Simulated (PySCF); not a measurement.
## Polarisability and C₆ of Br (bromine, neutral)

[Ar] 3d10 4s2 4p5, 2P determinant. All numbers are calculated (PySCF 2.14, a scalar-relativistic core potential, in aug-cc-pVQZ-PP with one added diffuse shell each of s, p, d, f, g type with ECP10MDF (8s7p6d4f3g, 114 functions)). Coupled (time-dependent) response in atomic units; α is the mean over directions.

```json
{"method": "UHF", "mean α (bohr³)": "20.33", "α xx, yy, zz": "18.64, 21.17, 21.17", "C₆ (like pair)": "161.8", "S(−4)": "93.02"}
{"method": "PBE", "mean α (bohr³)": "22.71", "α xx, yy, zz": "20.41, 23.86, 23.86", "C₆ (like pair)": "184.2", "S(−4)": "133.1"}
{"method": "PBE0", "mean α (bohr³)": "21.61", "α xx, yy, zz": "19.58, 22.63, 22.63", "C₆ (like pair)": "173.9", "S(−4)": "113.3"}
{"method": "r2SCAN0", "mean α (bohr³)": "21.05", "α xx, yy, zz": "19.09, 22.04, 22.04", "C₆ (like pair)": "172.2", "S(−4)": "99.61"}
```

S(−4) is the Cauchy moment in α(ω) = α(0) + S(−4) ω² + …

Reference α: 21 ± 1 bohr³ (recommended; Schwerdtfeger and Nagle, table of static dipole polarizabilities (2023 update)). Published C₆: 162.0 (Chu and Dalgarno (2004); Tang, Norbeck and Certain (1976)).

Spin-orbit coupling is absent.

α(iu) at PBE:

```
u (hartree)  α(iu) (bohr³)
          0          22.71
     0.0500          22.38
      0.100          21.48
      0.200          18.70
      0.300          15.66
      0.500          10.75
      0.750          6.966
       1.00          4.785
       1.50          2.619
       2.00          1.653
       3.00         0.8468
       5.00         0.3606
```

A single London oscillator, α(iu) = α/(1 + u²/ω²), gives C₆ = (3/4) ω α². Matching the computed C₆ needs ω = 4 × 184.2 / (3 × 22.71²) = 0.476 hartree.

The components differ because the open shell of this determinant is not spherical; for a pure term their mean is the scalar polarisability.

Energies and moments cover only the electrons outside the core potential.
